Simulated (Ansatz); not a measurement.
# Pulling the pair apart

The pair of HBr (SMILES Br, atoms 1–2) and H₂S (SMILES S, atoms 3–5), both closed shells, in one local arrangement (a lower one may exist), relaxed at PBE0-D4/def2-TZVP:

```
5
angstrom
Br -0.4623 0.5128 -2.4970
H -0.0767 0.0106 -1.1992
S 0.4695 -0.6623 0.9840
H 0.8558 0.5820 1.3073
H -0.7862 -0.4431 1.4050
```

H₂S is shifted rigidly along the line between the mean atom positions of the two fragments (negative: closer). Counterpoise interaction energies in kJ/mol. Program: Ansatz 0.2.0. Basis: def2-TZVPPD. Cores are frozen in the correlated methods. Filled d shells of the heavier atoms are correlated. The def2 sets are not built for correlating such inner shells, so the correlated values are less sure here. B3LYP uses VWN-RPA correlation.

| shift (Å) | wB97M-V | r2SCAN-D4 | B3LYP-D4 |
| --- | --- | --- | --- |
| -0.38 | 2.0 | -9.2 | -4.0 |
| -0.19 | -8.0 | -15.5 | -12.7 |
| 0.00 | -12.0 | -16.7 | -15.5 |
| 0.19 | -12.7 | -15.6 | -15.3 |
| 0.45 | -11.3 | -12.8 | -12.9 |
| 0.95 | -7.4 | -7.8 | -7.9 |
| 1.90 | -2.9 | -2.9 | -2.8 |
| 3.79 | -0.7 | -0.7 | -0.6 |

(1) What does CCSD(T) give at these shifts? (Judge from chemistry; the value comes from the calculation.)

No T1 diagnostic of these runs exceeds 0.008.

## Answers

(1) Computed: 6.6, -4.6, -9.4, -10.8, -10.2, -7.0, -2.9, -0.7 kJ/mol. For zero shift, CCSD(T) at an estimated basis limit (MP2 extrapolated from triple and quadruple zeta, plus CCSD(T) − MP2 in triple zeta) gives -12.6 kJ/mol. These are counterpoise interaction energies, counted from the two frozen fragments.

For scale, one of the runs: CCSD(T)/def2-TZVPPD, 159 basis functions, launched by `ansatz run in.yaml --threads 2 --pin off --events-out ev --progress --plain --max-ram 5222MiB`. The run took 21 s on 2 CPU threads of an Arm Neoverse V2 (shared host), with 1.1 GiB of host memory at its peak.
